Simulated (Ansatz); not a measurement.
## Which is lower?

The two ends of one reaction step of BNH$_{7}$O$_{2}$F, closed shell (PBE0-D4/def2-TZVP).

A:

B1  (-0.371, -0.149, -0.463)
H2  (0.598, -0.919, -0.670)
O3  (-0.711, 0.595, -1.630)
O4  (-1.472, -0.725, 0.229)
H5  (0.558, 0.436, 1.484)
N6  (0.202, 0.930, 0.668)
H7  (1.327, -1.357, 0.535)
F8  (1.795, -1.332, 1.356)
H9  (-0.114, 0.427, -2.357)
H10  (-2.174, -0.936, -0.388)
H11  (0.942, 1.515, 0.294)
H12  (-0.581, 1.516, 0.943)
(Å)

B:

B1  (-0.657, 0.546, -0.326)
H2  (0.919, -2.623, -0.683)
O3  (-0.118, 0.696, -1.572)
O4  (-1.706, -0.262, 0.011)
H5  (1.168, 0.181, 1.284)
N6  (-0.038, 1.283, 0.741)
H7  (1.205, -2.199, -0.135)
F8  (1.823, -0.455, 1.557)
H9  (-0.474, 0.125, -2.254)
H10  (-2.045, -0.821, -0.688)
H11  (0.507, 2.093, 0.488)
H12  (-0.584, 1.436, 1.575)
(Å)

Computed with Ansatz 0.2.0 (basis: def2-TZVPP); correlated methods freeze the cores. B3LYP uses VWN-RPA correlation.

(1) Which structure is lower at CCSD(T), and by how much? (To be estimated.)

No T1 diagnostic of these runs exceeds 0.011.

Results:

(1) Computed: B, by 11.77 kcal/mol (electronic energy, against the other). By their contacts, A is a complex of BNH₆O₂ ([NH3][BH]([OH])[OH]) + HF and B is a complex of BNH₄O₂ ([NH2][B]([OH])[OH]) + HF + H₂.

All methods give the same order:

```json
{"method": "SPW92", "E(B) − E(A) (kcal/mol)": "-5.71"}
{"method": "PBE-D4", "E(B) − E(A) (kcal/mol)": "-11.55"}
{"method": "BLYP-D4", "E(B) − E(A) (kcal/mol)": "-15.27"}
{"method": "r2SCAN-D4", "E(B) − E(A) (kcal/mol)": "-12.35"}
{"method": "B97M-V", "E(B) − E(A) (kcal/mol)": "-12.51"}
{"method": "PBE0-D4", "E(B) − E(A) (kcal/mol)": "-11.14"}
{"method": "B3LYP-D4", "E(B) − E(A) (kcal/mol)": "-14.48"}
{"method": "r2SCAN0-D4", "E(B) − E(A) (kcal/mol)": "-11.85"}
{"method": "BHLYP-D4", "E(B) − E(A) (kcal/mol)": "-13.97"}
{"method": "CAM-B3LYP-D4", "E(B) − E(A) (kcal/mol)": "-13.31"}
{"method": "wB97X-V", "E(B) − E(A) (kcal/mol)": "-12.00"}
{"method": "wB97M-V", "E(B) − E(A) (kcal/mol)": "-12.40"}
{"method": "B2PLYP", "E(B) − E(A) (kcal/mol)": "-13.91"}
{"method": "PBE-QIDH", "E(B) − E(A) (kcal/mol)": "-11.02"}
{"method": "RPA on PBE", "E(B) − E(A) (kcal/mol)": "-11.92"}
{"method": "HF", "E(B) − E(A) (kcal/mol)": "-18.33"}
{"method": "MP2", "E(B) − E(A) (kcal/mol)": "-12.31"}
{"method": "CCSD", "E(B) − E(A) (kcal/mol)": "-12.21"}
{"method": "CCSD(T)", "E(B) − E(A) (kcal/mol)": "-11.77"}
```

Labels in which every atom is bracketed show which atoms are joined, not bond orders.

For scale, one of the runs: CCSD(T)/def2-TZVPP, 253 basis functions, launched by `ansatz run in.yaml --threads 8 --pin off --events-out ev --progress --plain --max-ram 19148MiB`. The run took 2.1 min on 8 CPU threads of an Arm Neoverse V1 (shared host), with 6.2 GiB of host memory at its peak.
